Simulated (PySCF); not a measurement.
PySCF job for Si(SH)(SiH3) (H4SSi2), SMILES S[Si][SiH3] (connectivity only; charge and spin as stated), neutral, multiplicity 1, TDA-B3LYP/def2-SVPD. The structure is a stationary point at B3LYP-D3(BJ)/def2-TZVP. One conformer was computed; it need not be the lowest.

```python
import numpy as np
from pyscf import gto, scf, dft, tdscf

mol = gto.M(
    atom='''
    Si   -1.09779348   -0.22373553    0.00000000
    S     0.57097456   -1.54870824    0.00000000
    H    -0.10494730   -2.71621634   -0.00000000
    Si    0.32560935    1.72076826   -0.00000000
    H     1.78705787    1.45413735    0.00000001
    H    -0.00356291    2.54147637   -1.19648093
    H    -0.00356290    2.54147637    1.19648094
    ''',
    basis='def2-SVPD',
    charge=0,
    spin=0,
    symmetry=True,
    max_memory=1600,
    verbose=4,
)
mf = dft.RKS(mol, xc='b3lyp').density_fit(auxbasis='def2-universal-jkfit')
mf.grids.level = 3
mf.conv_tol = 1e-9
mf.max_cycle = 100
mf.kernel()
mf.grids = dft.Grids(mol).set(level=1).build(with_non0tab=True)  # coarser grid for the response kernel
td = tdscf.TDA(mf)
td.singlet = True
td.nstates = 10
td.conv_tol = 1e-4
td.kernel(x0=td.get_init_guess(mf, 15))
td.analyze()
tt = tdscf.TDA(mf)
tt.singlet = False
tt.nstates = 4
tt.conv_tol = 1e-4
tt.kernel(x0=tt.get_init_guess(mf, 9))
tt.analyze(verbose=3)
```

Program output:

```
PySCF version 2.14.0

[INPUT] verbose = 4
[INPUT] num. atoms = 7
[INPUT] num. electrons = 48
[INPUT] charge = 0
[INPUT] spin (= nelec alpha-beta = 2S) = 0
[INPUT] symmetry True subgroup None
[INPUT] Mole.unit = angstrom
[INPUT] Symbol           X                Y                Z      unit          X                Y                Z       unit  Magmom
[INPUT]  1 Si    -1.097793480000  -0.223735530000   0.000000000000 AA   -2.074529018533  -0.422798876034   0.000000000000 Bohr   0.0
[INPUT]  2 S      0.570974560000  -1.548708240000   0.000000000000 AA    1.078985542494  -2.926634420457   0.000000000000 Bohr   0.0
[INPUT]  3 H     -0.104947300000  -2.716216340000   0.000000000000 AA   -0.198321654513  -5.132904977668   0.000000000000 Bohr   0.0
[INPUT]  4 Si     0.325609350000   1.720768260000   0.000000000000 AA    0.615312495098   3.251780735244   0.000000000000 Bohr   0.0
[INPUT]  5 H      1.787057870000   1.454137350000   0.000000010000 AA    3.377049943049   2.747921339001   0.000000018897 Bohr   0.0
[INPUT]  6 H     -0.003562910000   2.541476370000  -1.196480930000 AA   -0.006732924106   4.802694291354  -2.261021270965 Bohr   0.0
[INPUT]  7 H     -0.003562900000   2.541476370000   1.196480940000 AA   -0.006732905209   4.802694291354   2.261021289862 Bohr   0.0

nuclear repulsion = 174.833984389755
point group symmetry = Cs
symmetry origin: [-3.93692945e-09  5.11800820e-09  7.87385879e-10]
symmetry axis x: [1.00000000e+00 4.68021422e-10 1.24611769e-09]
symmetry axis y: [ 4.68021422e-10 -1.00000000e+00 -3.99246639e-10]
symmetry axis z: [-1.24611769e-09 -3.99246743e-10  1.00000000e+00]
num. orbitals of irrep A' = 73
num. orbitals of irrep A" = 34
number of shells = 47
number of NR pGTOs = 169
number of NR cGTOs = 107
basis = def2-SVPD
ecp = {}


[settings echo left out]
init E= -979.226024697682
HOMO (A') = -0.222776179464242  LUMO (A") = -0.125755578028122  gap/eV = 2.64007
cycle= 1 E= -979.302491668515  delta_E= -0.0765  |g|= 0.216  |ddm|= 2.65
HOMO (A') = -0.246778231218133  LUMO (A") = -0.121503945979415  gap/eV = 3.40889
cycle= 2 E= -979.273531959614  delta_E= 0.029  |g|= 0.352  |ddm|= 0.888
HOMO (A') = -0.231797498434305  LUMO (A") = -0.106592008315475  gap/eV = 3.40701
cycle= 3 E= -979.32033184486  delta_E= -0.0468  |g|= 0.0343  |ddm|= 0.534
HOMO (A') = -0.23450089123773  LUMO (A") = -0.107297300523652  gap/eV = 3.46139
cycle= 4 E= -979.320812045363  delta_E= -0.00048  |g|= 0.0147  |ddm|= 0.0817
HOMO (A') = -0.234373385041843  LUMO (A") = -0.107280079331971  gap/eV = 3.45839
cycle= 5 E= -979.320906270006  delta_E= -9.42e-05  |g|= 0.00311  |ddm|= 0.0316
HOMO (A') = -0.234506836238692  LUMO (A") = -0.107346529277982  gap/eV = 3.46021
cycle= 6 E= -979.320910171425  delta_E= -3.9e-06  |g|= 0.000456  |ddm|= 0.00604
HOMO (A') = -0.234414436827255  LUMO (A") = -0.107262846005922  gap/eV = 3.45997
cycle= 7 E= -979.320910270475  delta_E= -9.9e-08  |g|= 0.0001  |ddm|= 0.00133
HOMO (A') = -0.23443388358814  LUMO (A") = -0.107282034952083  gap/eV = 3.45998
cycle= 8 E= -979.320910274394  delta_E= -3.92e-09  |g|= 3.37e-05  |ddm|= 0.000239
HOMO (A') = -0.23443124642237  LUMO (A") = -0.10727861305954  gap/eV = 3.46000
cycle= 9 E= -979.32091027483  delta_E= -4.37e-10  |g|= 5.04e-06  |ddm|= 7.11e-05
HOMO (A') = -0.234432126106686  LUMO (A") = -0.10727974416083  gap/eV = 3.45999
Extra cycle  E= -979.320910274828  delta_E= 1.82e-12  |g|= 5.43e-06  |ddm|= 2.13e-05
converged SCF energy = -979.320910274828
tot grids = 29032


******** <class 'pyscf.tdscf.rks.TDA'> for <class 'pyscf.df.df_jk.DFSymAdaptedRKS'> ********
nstates = 10 singlet
deg_eia_thresh = 1.000e-03
wfnsym = None
conv_tol = 0.0001
eigh lindep = 1e-12
eigh level_shift = 0
eigh max_cycle = 100


Excitation energies (eV)
[2.54738459 4.64413098 4.85402858 4.99605922 5.52535489 5.69920195
 5.94736274 6.14495285 6.26610592 6.29762214]

** Singlet excitation energies and oscillator strengths **
Excited State   1:   A"      2.54738 eV    486.71 nm  f=0.0051
      24 -> 25        0.70153
Excited State   2:   A"      4.64413 eV    266.97 nm  f=0.0083
      22 -> 25       -0.69243
Excited State   3:   A'      4.85403 eV    255.43 nm  f=0.0079
      23 -> 25        0.35146
      24 -> 26        0.58581
      24 -> 28       -0.12553
Excited State   4:   A'      4.99606 eV    248.16 nm  f=0.0793
      23 -> 25        0.53377
      24 -> 26       -0.35360
      24 -> 27       -0.23414
Excited State   5:   A'      5.52535 eV    224.39 nm  f=0.1061
      20 -> 25        0.16787
      22 -> 26       -0.10723
      23 -> 25       -0.18009
      24 -> 27       -0.61368
      24 -> 28       -0.18373
Excited State   6:   A"      5.69920 eV    217.55 nm  f=0.0015
      21 -> 25       -0.70347
Excited State   7:   A'      5.94736 eV    208.47 nm  f=0.0411
      20 -> 25       -0.56205
      22 -> 26       -0.10953
      24 -> 27       -0.19827
      24 -> 28        0.32440
Excited State   8:   A'      6.14495 eV    201.77 nm  f=0.1986
      20 -> 25        0.26367
      24 -> 28        0.46162
      24 -> 29        0.42192
Excited State   9:   A"      6.26611 eV    197.86 nm  f=0.0119
      19 -> 25        0.11221
      23 -> 26        0.13923
      24 -> 30        0.67335
Excited State  10:   A'      6.29762 eV    196.87 nm  f=0.2412
      20 -> 25       -0.25948
      24 -> 28       -0.30820
      24 -> 29        0.54639
      24 -> 33       -0.11118

** Transition electric dipole moments (AU) **
state          X           Y           Z        Dip. S.      Osc.
  1        -0.0000     -0.0000      0.2868      0.0823      0.0051
  2         0.0000      0.0000     -0.2699      0.0728      0.0083
  3        -0.2444     -0.0822      0.0000      0.0665      0.0079
  4        -0.0887      0.8001      0.0000      0.6481      0.0793
  5         0.8212     -0.3312     -0.0000      0.7841      0.1061
  6         0.0000      0.0000     -0.1052      0.0111      0.0015
  7        -0.0762     -0.5254     -0.0000      0.2819      0.0411
  8        -0.6522     -0.9453     -0.0000      1.3190      0.1986
  9         0.0000      0.0000     -0.2790      0.0778      0.0119
 10         0.7183      1.0235     -0.0000      1.5635      0.2412

** Transition velocity dipole moments (imaginary part, AU) **
state          X           Y           Z        Dip. S.      Osc.
  1        -0.0000     -0.0000     -0.0101      0.0001      0.0007
  2         0.0000      0.0000      0.0196      0.0004      0.0015
  3         0.0511     -0.0245     -0.0000      0.0032      0.0120
  4         0.0544      0.0548      0.0000      0.0060      0.0216
  5         0.1016      0.0009     -0.0000      0.0103      0.0339
  6         0.0000      0.0000      0.0122      0.0001      0.0005
  7        -0.0360     -0.0774      0.0000      0.0073      0.0222
  8        -0.1043     -0.1564      0.0000      0.0354      0.1044
  9         0.0000     -0.0000      0.0051      0.0000      0.0001
 10         0.1192      0.1582     -0.0000      0.0392      0.1130

** Transition magnetic dipole moments (imaginary part, AU) **
state          X           Y           Z
  1         0.5301     -1.0933     -0.0000
  2         0.8450      0.7787      0.0000
  3         0.0000      0.0000     -0.7886
  4        -0.0000     -0.0000      0.7029
  5         0.0000      0.0000      0.2213
  6        -0.2499     -0.1424      0.0000
  7         0.0000     -0.0000     -0.1602
  8         0.0000     -0.0000     -0.9729
  9         0.0546      0.6930      0.0000
 10        -0.0000     -0.0000      0.2882


******** <class 'pyscf.tdscf.rks.TDA'> for <class 'pyscf.df.df_jk.DFSymAdaptedRKS'> ********
nstates = 4 triplet
deg_eia_thresh = 1.000e-03
wfnsym = None
conv_tol = 0.0001
eigh lindep = 1e-12
eigh level_shift = 0
eigh max_cycle = 100


Excitation energies (eV)
[1.59900874 3.62973358 3.92025606 4.10805741]

** Triplet excitation energies and oscillator strengths **
Excited State   1:   A"      1.59901 eV    775.38 nm  f=0.0000
Excited State   2:   A'      3.62973 eV    341.58 nm  f=0.0000
Excited State   3:   A"      3.92026 eV    316.27 nm  f=0.0000
Excited State   4:   A'      4.10806 eV    301.81 nm  f=0.0000
```

The run converged.
